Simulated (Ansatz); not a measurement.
## A rate constant, worked out

An elementary step of AlH3BrF, singlet (AlH₂Br ([AlH2][Br]) + HF → AlH₂F ([F][AlH2]) + HBr (still joined by a long Al–Br bond); Al–Br, H–F broken or loosened, Al–F, Br–H formed or tightened). The start structure is the complex of the reactants, bound by 0.55 eV, and the electronic barrier above it is 0.298 eV by CCSD(T) at an estimated basis limit (MP2 extrapolated from triple and quadruple zeta, plus CCSD(T) − MP2 in triple zeta). Program: Ansatz 0.2.0. Basis: def2-TZVPP and def2-QZVPP. Cores are frozen in the correlated methods. Filled d shells of the heavier atoms are correlated. The def2 sets are not built for correlating such inner shells, so the correlated values are less sure here. Extrapolation: Hartree–Fock as exp(−7.88 √X), correlation as X^−2.97. Harmonic wavenumbers at PBE0-D4/def2-TZVP (Ansatz 0.2.0), in cm⁻¹:

Start: 174, 276, 365, 402, 456, 554, 632, 734, 819, 1966, 1981, 3414.

Saddle: 479i, 256, 368, 439, 503, 629, 723, 732, 841, 1441, 1970, 1986.

Problem. Work out the transition-state-theory rate constant at 300 K from these numbers alone (harmonic vibrations; rotation, path degeneracy and anharmonicity left out), and the Wigner tunnelling factor. Use 1 cm⁻¹ = 1.2398 × 10⁻⁴ eV and k_B = 8.617 × 10⁻⁵ eV/K.

Solution. Zero-point energies, half the sums: start 11773/2 cm⁻¹ = 0.7298 eV; saddle, real modes only, 9888/2 cm⁻¹ = 0.6130 eV.
Barrier with zero-point energy: 0.298 + 0.6130 − 0.7298 = 0.1812 eV.
k_BT = 0.02585 eV, so the barrier is 7.01 k_BT.
Vibrational partition functions from the zero-point level, ln q = −Σ ln(1 − exp(−hν/k_BT)): start 1.518, saddle 0.889.
k = (k_BT/h) exp(ln q‡ − ln q) exp(−E0/k_BT), with log₁₀(k_BT/h in s⁻¹) = 12.80: log₁₀ k = 12.80 + (-0.629 − 7.01)/2.3026 = 9.48, so k ≈ 3 × 10^(9) s⁻¹.
Wigner factor: 1 + (hν‡/k_BT)²/24 = 1 + (2.30)²/24 = 1.22. A change of 1 kcal/mol (0.043 eV) in the barrier would change k by a factor of 5.4 at this temperature.

T1 diagnostic: at most 0.010.

Labels in which every atom is bracketed show which atoms are joined, not bond orders.

For scale, one of the runs: CCSD(T)/def2-TZVPP, 163 basis functions, launched by `ansatz run in.yaml --threads 2 --pin off --events-out ev --progress --plain --max-ram 4352MiB`. Hardware: 2 CPU threads of an Intel Xeon 6975P-C, shared host. Wall time 15 s; peak host memory 1.4 GiB.
